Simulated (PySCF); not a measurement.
[La(PH3)2]3+ relaxed at several levels

Computed with PySCF 2.14.0, def2-SVP on the ligands, density fitting, scalar-relativistic core potentials, no spin-orbit coupling, vacuum. Each row is relaxed at its own level from the same template. Distances are means of the shortest metal–ligand contacts, charges and spins Mulliken's; removal energies are rigid, with the ligand's formal charge and no counterpoise, so too large; for an anion taken off a cation in vacuum most of it is the attraction of opposite charges, and multiply charged cations can part far more cheaply with an electron moved from ligand to metal. lcecp potentials hold a fixed number of 4f electrons in the core, out of states, spins and gaps.

```
level      basis on the metal  point group  M–PH3 (Å)  charge on M (e)  removal of one PH3 (eV)  strongest infrared band, degenerate modes summed (cm⁻¹)  unstable modes (below −25 cm⁻¹)
 TPSS  lcecp-1-SVP with ECP46           Cs      3.115             1.98                     3.60                                                        –                        not given
```

Task: What does the calculation give for B3LYP, lcecp-1-SVP with ECP46?

Result: point group: Cs, M–PH3 (Å): 3.111, charge on M (e): 1.95, removal of one PH3 (eV): 3.55, strongest infrared band, degenerate modes summed (cm⁻¹): 2409, unstable modes (below −25 cm⁻¹): 0.
```xyz
9

La   -1.4354    0.2828    0.0000
P     0.1897   -0.0314    2.6346
H     1.6014   -0.0353    2.4741
H    -0.0651    1.0050    3.5741
H    -0.0983   -1.2337    3.3367
P     0.1897   -0.0314   -2.6346
H     1.6014   -0.0353   -2.4741
H    -0.0983   -1.2337   -3.3367
H    -0.0651    1.0050   -3.5741
```

Moved off a saddle point of the template and relaxed again: B3LYP, TPSS. One start shape was tried for each, so a minimum needn't be the lowest isomer.
